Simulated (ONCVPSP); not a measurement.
Building the ONCV potential for carbon (PBE, scalar-relativistic).

ONCVPSP 4.0.1 was run on this input:

```
# ATOM AND REFERENCE CONFIGURATION
# atsym  z   nc   nv     iexc    psfile
  C 6.00    1    2        4      upf
#
#   n    l    f
    1    0    2.00
    2    0    1.00
    2    1    3.00
#
# PSEUDOPOTENTIAL AND OPTIMIZATION
# lmax
    2
#
#   l,   rc,      ep,       ncon, nbas, qcut
    0    1.10    0.00    4    7    5.30
    1    2.55    0.00    4    7    6.10
    2    2.60    0.21    3    7    3.40
#
# LOCAL POTENTIAL
# lloc, lpopt,  rc(5),   dvloc0
    4    5    0.90    4.00
#
# VANDERBILT-KLEINMAN-BYLANDER PROJECTORs
# l, nproj, debl
    0    2    0.80
    1    2    3.60
    2    2    0.90
#
# MODEL CORE CHARGE
# icmod, fcfact, rcfact
    2    0.45    0.70
#
# LOG DERIVATIVE ANALYSIS
# epsh1, epsh2, depsh
   -2.00    5.00    0.02
#
# OUTPUT GRID
# rlmax, drl
    6.00    0.01
#
# TEST CONFIGURATIONS
# ncnf
    4
# nvcnf
#   n    l    f
    2
    2    0    2.00
    2    1    2.00
#
    2
    2    0    2.00
    2    1    1.00
#
    2
    2    0    2.00
    2    1    0.00
#
    2
    2    0    1.00
    2    1    0.00
#
```

Command:

```bash
oncvpsp.x < C.dat > C.out
```

The program printed (shortened: citation, most of the input echo, consistency checks and plot data are left out):

```
ONCVPSP  (Optimized Norm-Conservinng Vanderbilt PSeudopotential)
scalar-relativistic version 4.0.1

#   n    l    f        energy (Ha)
    1    0    2.00    -1.0082046E+01
    2    0    1.00    -5.2188039E-01
    2    1    3.00    -2.0992004E-01

Reference configufation results
  iterations    22
  all-electron total energy (Ha)   -3.74532557D+01

Begin loop to  construct optimized pseudo wave functions
and semi-local pseudopoentials for all angular momenta

   Wellstate for l =  0  n =  3
     eigenvalue =   0.2781
     asymptotic potential =   0.7781
     half-point radius =  5.1216

Calculating optimized projector #   1

 for l=   0

    Fraction of norm inside rc  0.271624
    Optimizing pswf for qcut=   5.31 a_B^-1,  ecut=  14.12 Ha
    Residual kinetic energy error=  4.43D-03 Ha

    Energy error per electron        Cutoff
         Ha          eV             Ha
         0.01000     0.27211       11.31
         0.00100     0.02721       35.25
         0.00010     0.00272       88.23
         0.00001     0.00027      104.76

Calculating optimized projector #   2

 for l=   0

    Fraction of norm inside rc  0.070171
    Optimizing pswf for qcut=   5.31 a_B^-1,  ecut=  14.12 Ha
    Residual kinetic energy error=  1.63D-03 Ha

    Energy error per electron        Cutoff
         Ha          eV             Ha
         0.01000     0.27211        7.76
         0.00100     0.02721       15.70
         0.00010     0.00272       65.03
         0.00001     0.00027      135.09

   Wellstate for l =  1  n =  6
     eigenvalue =   3.3901
     asymptotic potential =   3.8901
     half-point radius =  4.8719

Calculating optimized projector #   1

 for l=   1

    Fraction of norm inside rc  0.820688
    Optimizing pswf for qcut=   6.11 a_B^-1,  ecut=  18.65 Ha
    Residual kinetic energy error=  2.65D-08 Ha

    Energy error per electron        Cutoff
         Ha          eV             Ha
         0.01000     0.27211        8.09
         0.00100     0.02721       10.80
         0.00010     0.00272       13.16
         0.00001     0.00027       15.11

Calculating optimized projector #   2

 for l=   1

    Fraction of norm inside rc  0.155080
    Optimizing pswf for qcut=   6.11 a_B^-1,  ecut=  18.65 Ha
    Residual kinetic energy error=  8.35D-06 Ha

    Energy error per electron        Cutoff
         Ha          eV             Ha
         0.01000     0.27211       12.13
         0.00100     0.02721       14.72
         0.00010     0.00272       16.58
         0.00001     0.00027       19.52

   Wellstate for l =  2  n =  3
     eigenvalue =   0.2100
     asymptotic potential =   0.7100
     half-point radius =  7.9290

   Wellstate for l =  2  n =  4
     eigenvalue =   1.1100
     asymptotic potential =   1.6100
     half-point radius =  4.6981

Calculating optimized projector #   1

 for l=   2

    Fraction of norm inside rc  0.070556
    Optimizing pswf for qcut=   3.40 a_B^-1,  ecut=   5.78 Ha
    Residual kinetic energy error=  1.84D-05 Ha

    Energy error per electron        Cutoff
         Ha          eV             Ha
         0.01000     0.27211        1.03
         0.00100     0.02721        2.74
         0.00010     0.00272        4.54
         0.00001     0.00027        7.39

Calculating optimized projector #   2

 for l=   2

    Fraction of norm inside rc  0.375734
    Optimizing pswf for qcut=   3.40 a_B^-1,  ecut=   5.78 Ha
    Residual kinetic energy error=  2.56D-03 Ha

    Energy error per electron        Cutoff
         Ha          eV             Ha
         0.01000     0.27211        4.31
         0.00100     0.02721        6.73
         0.00010     0.00272       13.90
         0.00001     0.00027       32.35

Construct Vanderbilt / Kleinmman-Bylander projectors

B matrix Hermiticity error, ll=   0
   1   2    2.2013E-05

  Orthonormal projector coefficients  3.4338E+01  2.6109E+00

B matrix Hermiticity error, ll=   1
   1   2   -1.9549E-05

  Orthonormal projector coefficients -1.6273E+00 -4.9994E-01

B matrix Hermiticity error, ll=   2
   1   2    7.6567E-06

  Orthonormal projector coefficients -2.9501E+00 -1.0652E+00

Model core correction analysis
  based on d2Exc/dn_idn_j

d2excae - all-electron derivatives

   -5.246806D-02   -4.404947D-02
   -4.405449D-02   -4.057620D-02

d2excps - pseudofunction derivatives with no core correction

   -5.106423D-02   -4.552569D-02
   -4.552851D-02   -4.201474D-02

rms 2nd derivative error    1.448456E-03

amplitude prefactor, scale prefactor
   10.5393    1.1920

d2excps - pseudofunction derivatives with core correction

   -5.065166D-02   -4.566251D-02
   -4.566522D-02   -4.234210D-02

rms 2nd derivative error    1.703970E-03

Pseudoatom total energy   -4.986002

Diagnostic tests using Vanderbilt-Kleinman-Bylander pseudopotentials
  1 or more projectors used as specified by nproj input data

   l    rcore       rmatch      e in        delta e   norm test  slope test

   0   1.1035545   1.1370608  -0.5218804  -0.0000048   1.0000255   0.9999835
   0   1.1035545   1.1370608   0.2781196   0.0000060   1.0001019   1.0001019

   1   2.5651280   2.6430109  -0.2099200  -0.0000003   1.0000021   1.0000052
   1   2.5651280   2.6430109   3.3900800   0.0000322   0.9999930   0.9999930

   2   2.6115779   2.6908711   0.2100000  -0.0000405   1.0000158   1.0000158
   2   2.6115779   2.6908711   1.1100000   0.0000012   1.0000532   1.0000532

 Testing for bound ghosts
   n   l    E NL Schr. Eq   E Basis Diag.   E Cutoff

   1   0       -0.521885       -0.478113    152.98

   2   1       -0.209920       -0.209553     33.81

 Testing for highly-localized positive-energy ghosts
       l    <radius>/rc     E Basis Diag.   E Cutoff

       0        0.814445      150.506017    152.98  WARNING - GHOST(+)

Test configuration 0

   n   l     f        eae           eps        diff
   1   0  2.0000  -10.08204617
   2   0  1.0000   -0.52188039   -0.52188517   -4.78D-06
   2   1  3.0000   -0.20992004   -0.20992036   -3.22D-07

    Total energies and differences
      AE_ref= -3.74532557D+01  AE_tst= -3.74532557D+01  dif=  0.00D+00
      PS_ref= -4.98600222D+00  PS_tst= -4.98600222D+00  dif=  7.99D-15
      PSP excitation error= -7.99D-15

Test configuration 1

   n   l     f        eae           eps        diff
   1   0  2.0000  -10.04653975
   2   0  2.0000   -0.50533470   -0.50232015    3.01D-03
   2   1  2.0000   -0.19423794   -0.19233294    1.90D-03

    Total energies and differences
      AE_ref= -3.74532557D+01  AE_tst= -3.77648101D+01  dif= -3.12D-01
      PS_ref= -4.98600222D+00  PS_tst= -5.29701280D+00  dif= -3.11D-01
      PSP excitation error= -5.44D-04

Test configuration 2

   n   l     f        eae           eps        diff
   1   0  2.0000  -10.59828850
   2   0  2.0000   -0.94660504   -0.93775487    8.85D-03
   2   1  1.0000   -0.62491307   -0.61228467    1.26D-02

    Total energies and differences
      AE_ref= -3.74532557D+01  AE_tst= -3.73656641D+01  dif=  8.76D-02
      PS_ref= -4.98600222D+00  PS_tst= -4.90392334D+00  dif=  8.21D-02
      PSP excitation error=  5.51D-03

Test configuration 3

   n   l     f        eae           eps        diff
   1   0  2.0000  -11.33875003
   2   0  2.0000   -1.48389780   -1.45667994    2.72D-02

    Total energies and differences
      AE_ref= -3.74532557D+01  AE_tst= -3.64779494D+01  dif=  9.75D-01
      PS_ref= -4.98600222D+00  PS_tst= -4.04242233D+00  dif=  9.44D-01
      PSP excitation error=  3.17D-02

Test configuration 4

   n   l     f        eae           eps        diff
   1   0  2.0000  -12.19649715
   2   0  1.0000   -2.06185373   -2.02442704    3.74D-02

    Total energies and differences
      AE_ref= -3.74532557D+01  AE_tst= -3.47068548D+01  dif=  2.75D+00
      PS_ref= -4.98600222D+00  PS_tst= -2.30354551D+00  dif=  2.68D+00
      PSP excitation error=  6.39D-02
```

The run took about 3.6 s on one core of a shared server CPU.
